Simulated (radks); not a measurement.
The numbers below are computed, except where a source is named.
Task: Zn2+, configuration [Ar] 3d10. Code: a radial shooting solver on a logarithmic mesh with Libxc functionals. Model: non-relativistic Kohn-Sham, PBE, spin-polarised, spherical densities, point nucleus. Some entries of the table are withheld. Estimate them.

| orbital | occ. | eigenvalue (hartree) | <r> (bohr) |
|---|---|---|---|
| 1s | 2 | -346.3979 | 0.05111 |
| 2s | 2 | -42.35369 | 0.2298 |
| 2p | 6 | -37.41847 | 0.1997 |
| 3s | 2 | (1) | 0.6923 |
| 3p | 6 | (2) | 0.7186 |
| 3d | 10 | -1.14221 | (3) |

Result: 
(1) 3s eigenvalue (hartree): -5.35481
(2) 3p eigenvalue (hartree): -3.78781
(3) 3d <r> (bohr): 0.8760
